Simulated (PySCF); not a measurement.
C3H4BNO3.
InChI=1S/C3H4BNO3/c5-1-3-2-7-4(6)8-3/h3,6H,2H2/t3-/m1/s1

Torsions of this conformer, `[N:1]#[C:2][C@@H:3]1[CH2:4][O:5][B:6]([OH:7])[O:8]1`: H–O7–B6–O5 0°.

The closed-shell ground state was solved at several levels (PySCF, density fitting, gas phase, non-relativistic). The structure is a single GFN2-xTB conformer in the gas phase; no vibrational or solvent corrections.

| level | basis functions | HOMO (eV) | LUMO (eV) | gap (eV) | dipole (D) |
| --- | --- | --- | --- | --- | --- |
| B3LYP/pcJ-1 | 256 | -8.62 | -0.43 | 8.19 | 4.19 |
| wB97X-D/def2-SVPD | 201 | -10.92 | 1.08 | 12.00 | 4.14 |

(1) Estimate the row for PBE0/pcSseg-1, a basis of 156 functions; the other rows only guide the guess.

(2) Over all these levels, which gives the widest orbital gap and which the narrowest?

(3) How far do the dipole and the HOMO energy spread over the levels?

## Answers

(1) HOMO -8.89 eV, LUMO -0.19 eV, gap 8.70 eV, dipole 4.18 D.

(2) wB97X-D/def2-SVPD (range-separated hybrid) has the widest, 12.00 eV, and B3LYP/pcJ-1 (global hybrid, 20 % exact exchange) the narrowest, 8.19 eV. Functional and basis both differ between the two, so the spread mixes both effects.

(3) The dipole runs from 4.14 to 4.19 D (mean 4.17 D) and the HOMO from -10.92 to -8.62 eV.
